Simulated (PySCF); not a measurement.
# Working out the excitation energy of C

C [He] 2s2 2p2 (3P) → C [He] 2s2 2p1 3s1 (3P). Computed with PySCF 2.14 in aug-cc-pVTZ-DK (5s4p3d2f, 46 functions), with the spin-free X2C one-electron Hamiltonian (Gaussian nucleus). Frozen: 1s2. Energies in hartree (1 hartree = 27.21139 eV):

```json
{"part": "UHF", "C (lower)": "-37.706756", "C (upper)": "-37.429087"}
{"part": "CCSD correlation", "C (lower)": "-0.087849", "C (upper)": "-0.084528"}
{"part": "(T)", "C (lower)": "-0.002172", "C (upper)": "-0.002216"}
```

Problem. What does Hartree-Fock give?

Solution. (-37.429087) − (-37.706756) = 0.277669 hartree = 7.556 eV.

Problem. What do CCSD and CCSD(T) give?

Solution. The CCSD correlation energies differ by 0.003321 hartree = 0.090 eV and the triples by -0.000044 hartree = -0.001 eV, so CCSD gives 7.646 eV and CCSD(T) 7.645 eV.

Measured between the centres of the two terms (NIST): 7.482 eV, so CCSD(T) (valence) is off by 0.163 eV.

What remains against the reference includes basis incompleteness, the frozen core and higher excitations.
